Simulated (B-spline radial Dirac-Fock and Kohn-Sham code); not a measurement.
## Gd: photoemission with 80 eV photons

System: the Gd atom in the configuration [Xe] 4f7 5d1 6s2.

The computed values come from an atomic code on a B-spline grid: Dirac-Hartree-Slater photoionisation with all multipoles and Dirac-Fock thresholds. The asymmetry parameter β is from the dipole term alone. Kinetic energies are from the vacuum level. Open shells are spread statistically over j, without multiplet splitting.

The last column is dσ/dΩ = σ/(4π) · [1 − (β/2) P₂(cos θ)] at θ = 0° from the beam of unpolarised light.

| subshell | electrons | binding (eV) | kinetic (eV) | σ (kb) | β | dσ/dΩ (kb/sr) |
| --- | --- | --- | --- | --- | --- | --- |
| 4f5/2 | 3 | 13.22 | 66.78 | 2140 | 0.39 | 137 |
| 4f7/2 | 4 | 12.46 | 67.54 | 2930 | 0.38 | 190 |
| 5s | 2 | 58.33 | 21.67 | 95.5 | 1.39 | 2.32 |
| 5p1/2 | 2 | 34.72 | 45.28 | 266 | 1.10 | 9.51 |
| 5p3/2 | 4 | 30.36 | 49.64 | 393 | 0.35 | 25.9 |
| 5d3/2 | 0.4 | 5.32 | 74.68 | 26.9 | 1.91 | 0.0970 |
| 5d5/2 | 0.6 | 5.15 | 74.85 | 34.7 | 1.97 | ≈ 0 |
| 6s | 2 | 5.20 | 74.80 | 22.0 | 1.80 | 0.175 |

Branching ratios of the spin-orbit partners (statistical value in brackets): 4f 1.37 (1.33), 5p 1.48 (2.00), 5d 1.29 (1.50).

At such low photon energies correlation between channels can change these cross sections by tens of per cent.
